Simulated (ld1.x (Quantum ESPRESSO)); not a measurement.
Building the TM potential for silver (LDA (PZ), scalar-relativistic).

* Element: silver (Ag)
* Generator: ld1.x (Quantum ESPRESSO) 7.5
* Type: norm-conserving Troullier–Martins (Kleinman–Bylander form)
* Functional: LDA (PZ)
* Relativity: scalar-relativistic
* Frozen core: [Kr]
* Valence charge: 11
* Reference configuration: 4d10 5s1 5p0
* Partial waves: 5p (bound, empty): rc 2.65 bohr; 4d (bound): rc 1.45 bohr; 4f channel at 0.05 Ry: rc 2.05 bohr; 5s (bound): rc 1.80 bohr
* Local potential: the s channel
* Core correction: Bessel-smoothed model core inside 0.70 bohr

Calculated quality:

```json
{"Cutoffs needed": "70 Ry and 110 Ry (the cutoffs (Ry, on a coarse ladder) from which the occupation-weighted sum of valence levels, in a spherical-Bessel basis at the reference potential, stays within 10 and 1 mRy of its value at 400 Ry)", "Ghost test": "no extra level below or beside the all-electron valence levels (p, d, f, s tested) (spherical-Bessel basis up to 400 Ry, 20 bohr box)", "Largest excitation error": "-1849 meV (all-electron minus pseudo) for 4d7 5s0 5p0, out of 7 test configurations"}
```

Generation and tests took about 1.8 s on one core of a shared server CPU.
